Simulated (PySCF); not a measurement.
This PySCF input asks for the spin–spin couplings of SMILES C#CB(O)O, C₂H₃BO₂; the geometry comes from GFN2-xTB.

```python
import basis_set_exchange as bse
import numpy as np
from pyscf import gto, dft
from pyscf.data import nist
from pyscf.prop import ssc

atoms = """
C     2.274754    0.197279   -0.039091
C     1.078174    0.093889   -0.019659
B    -0.447479   -0.037280    0.003905
O    -1.004900   -0.756250    1.009445
O    -1.150693    0.572563   -0.982235
H     3.322224    0.286607   -0.055555
H    -1.959598   -0.827935    1.018344
H    -2.103424    0.480540   -0.959719
"""
names = dict.fromkeys(["C", "B", "O", "H"], "pcJ-1")
basis = {el: gto.basis.parse(bse.get_basis(n, elements=[el], fmt="nwchem")) for el, n in names.items()}
mol = gto.M(atom=atoms, basis=basis, charge=0, verbose=0)
mf = dft.RKS(mol, xc="B3LYP")
mf.grids.level = 2
mf.grids.alignment = dft.numint.BLKSIZE   # the property module wants whole blocks of grid points
mf.conv_tol = 1e-9
mf.kernel()

sc = ssc.RKS(mf)
sc.with_fcsd = True   # Fermi contact and spin-dipole together
sc.max_cycle_cphf = 60
g = {"B": 1.7924326, "C": 1.4048236, "H": 5.58569468, "O": -0.757516}   # nuclear g factors of 11B, 13C, 1H, 17O
sc.nuc_pair = [(i, j) for i in range(mol.natm) for j in range(i + 1, mol.natm)
               if mol.atom_pure_symbol(i) in g and mol.atom_pure_symbol(j) in g]
K = sc.kernel()
unit = nist.HARTREE2J / nist.PLANCK * (0.5 * nist.E_MASS / nist.PROTON_MASS) ** 2
for (i, j), k in zip(sc.nuc_pair, K):
    a, b = mol.atom_pure_symbol(i), mol.atom_pure_symbol(j)
    J = unit * g[a] * g[b] * np.trace(k) / 3
    if abs(J) >= 1:
        print("%s%d %s%d %8.1f Hz" % (a, i, b, j, J))
```

Problem. What does it print?

Solution. 
```
C0 C1    181.8 Hz
C0 B2     26.1 Hz
C0 O3     -3.5 Hz
C0 O4     -3.5 Hz
C0 H5    255.4 Hz
C0 H6      1.6 Hz
C0 H7      1.6 Hz
C1 B2    136.0 Hz
C1 O3    -20.6 Hz
C1 O4    -20.5 Hz
C1 H5     47.8 Hz
C1 H6     10.2 Hz
C1 H7     10.2 Hz
B2 O3    -10.7 Hz
B2 O4    -10.7 Hz
B2 H5      4.7 Hz
B2 H6     -1.9 Hz
B2 H7     -2.0 Hz
O3 O4     -3.3 Hz
O3 H6    -85.7 Hz
O4 H7    -85.6 Hz
```

These numbers come from an equivalent density-fitted implementation of the same equations, which agrees with the script to about 0.1 Hz, so last digits may differ.

Size and cost of the density-fitted run: 165 basis functions, 20 s wall time on 1 thread of an Arm Neoverse V2, shared host.
